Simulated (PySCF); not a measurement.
Two-photon absorption: SMILES [SiH3]/C=C/Cl, C$_{2}$H$_{5}$ClSi

Geometry (Å), atoms numbered from 1 in this order:
```xyz
9

Si   -1.283   -0.208   -0.118
C     0.549   -0.472   -0.276
C     1.412    0.476    0.061
Cl    3.123    0.306   -0.057
H    -1.877   -1.214    0.802
H    -1.946   -0.346   -1.441
H    -1.522    1.157    0.418
H     0.937   -1.415   -0.651
H     1.124    1.448    0.444
```

The calculation used PySCF, TDDFT CAM-B3LYP/aug-cc-pVTZ excited states, vertical, gas phase. Geometry: PBE0-D3(BJ)/def2-TZVP.

Q: Give the one- and two-photon strengths of the lowest singlets.

A: δ for parallel linear polarisation; σ at the peak of a Lorentzian of half width 0.1 eV, single beam; Ω is circular over linear.
```csv
state,E (eV),f,photon λ (nm),δ (au),σ (GM),Ω,main
S1,6.40,0.390,387,56.5,0.85,0.55,HOMO→LUMO+1 0.95
S2,6.67,0.000,372,1.13,0.02,1.50,"HOMO→LUMO 0.54, HOMO→LUMO+9 0.14"
S3,6.91,0.002,359,<0.1,0.00,–,HOMO−1→LUMO+1 0.94
S4,6.92,0.000,358,30,0.53,1.50,"HOMO→LUMO+3 0.32, HOMO→LUMO+9 0.27"
S5,7.31,0.000,339,6.05,0.12,1.50,HOMO→LUMO+2 0.80
S6,7.36,0.002,337,0.74,0.01,1.50,HOMO−2→LUMO+1 0.88
```

Among these, the strongest one-photon state is S1, the strongest two-photon state S1, with a dipole change of 1.6 D (relaxed, norm of the difference vector).
